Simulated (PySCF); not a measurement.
Cl3HOZr, SMILES [Cl][Zr]([OH])([Cl])[Cl], multiplicity 1.

Geometry: PBE0-D3(BJ)/def2-SVP. The spin state was assumed, not searched. The isomer is the one that the SMILES or the coordinates give; other isomers of the formula were not compared. The def2 effective core potentials stand for the cores of Zr; spin–orbit coupling is left out. Other conformers were not sampled.

Level of theory: PySCF with PBE0-D3(BJ)/def2-SVP.

Frequencies are harmonic and unscaled.

Modes within 1.5 cm⁻¹ of each other (mostly degenerate sets) share a row, with their intensities summed.

```json
[
 {"mode": "1–2", "ν (cm⁻¹)": "95", "IR (km/mol)": "2.1", "moving atoms (share of kinetic energy)": "Cl 89 %, Zr 10 %"},
 {"mode": "3", "ν (cm⁻¹)": "109", "IR (km/mol)": "7.5", "moving atoms (share of kinetic energy)": "Cl 61 %, Zr 31 %"},
 {"mode": "4–5", "ν (cm⁻¹)": "145", "IR (km/mol)": "3.1", "moving atoms (share of kinetic energy)": "O 53 %, Cl 23 %, H 17 %"},
 {"mode": "6–7", "ν (cm⁻¹)": "328", "IR (km/mol)": "306.3", "moving atoms (share of kinetic energy)": "H 79 %, O 18 %"},
 {"mode": "8", "ν (cm⁻¹)": "381", "IR (km/mol)": "18.1", "moving atoms (share of kinetic energy)": "Cl 89 %, Zr 9 %"},
 {"mode": "9–10", "ν (cm⁻¹)": "423", "IR (km/mol)": "288.0", "moving atoms (share of kinetic energy)": "Cl 59 %, Zr 39 %"},
 {"mode": "11", "ν (cm⁻¹)": "778", "IR (km/mol)": "158.4", "moving atoms (share of kinetic energy)": "O 78 %, Zr 17 %"},
 {"mode": "12", "ν (cm⁻¹)": "3996", "IR (km/mol)": "450.9", "moving atoms (share of kinetic energy)": "H 94 %"}
]
```
